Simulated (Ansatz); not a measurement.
C5H15ClHfN2O (`C[O][Hf]([Cl])([N](C)C)[N](C)C`) at its PBE0-D4/def2-TZVP geometry, where that method's forces vanish. Charge 0, multiplicity 1. Hf takes the def2 core potential.

```xyz
25

C    -0.9725   -3.2641   -0.7112
O    -0.3868   -2.1797   -0.0706
Hf    0.6035   -0.5880    0.3323
Cl    2.8170   -1.0837    1.1138
N     0.7755    0.5826   -1.3167
C     1.4419   -0.0234   -2.4458
C     0.3358    1.9251   -1.5885
N    -0.4282    0.4862    1.6953
C    -1.7082    0.2700    2.3169
C     0.2488    1.6658    2.1847
H    -1.1229   -3.0594   -1.7772
H    -1.9474   -3.4874   -0.2650
H    -0.3417   -4.1542   -0.6157
H     1.7671   -1.0462   -2.2128
H     0.7865   -0.0839   -3.3270
H     2.3438    0.5344   -2.7355
H    -0.1689    2.3493   -0.7179
H    -0.3700    1.9583   -2.4319
H     1.1788    2.5837   -1.8455
H    -1.6150    0.1570    3.4066
H    -2.3927    1.1108    2.1335
H    -2.1765   -0.6351    1.9247
H     1.2285    1.7879    1.7035
H    -0.3271    2.5805    1.9829
H     0.4307    1.6136    3.2670
```

Q: What forces (eV/Å) does PBE-D4/def2-TZVPP give on these atoms in Ansatz 0.2.0? (Estimate.)

A: Computed: 
```
C1  -0.071 -0.147 -0.103
O2   0.023  0.126  0.180
Hf3  0.190 -0.041  0.070
Cl4  0.136 -0.023  0.046
N5  -0.031 -0.010  0.108
C6   0.037 -0.074 -0.055
C7  -0.034  0.080  0.012
N8  -0.014 -0.072 -0.082
C9  -0.080 -0.039  0.020
C10  0.076  0.065  0.010
H11 -0.044  0.022 -0.240
H12 -0.217 -0.065  0.087
H13  0.124 -0.209  0.011
H14  0.066 -0.195  0.044
H15 -0.131 -0.012 -0.204
H16  0.197  0.118 -0.075
H17 -0.105  0.093  0.174
H18 -0.151  0.025 -0.187
H19  0.173  0.154 -0.065
H20  0.004 -0.020  0.240
H21 -0.157  0.177 -0.026
H22 -0.100 -0.184 -0.077
H23  0.190  0.023 -0.091
H24 -0.120  0.204 -0.035
H25  0.040  0.002  0.238
```
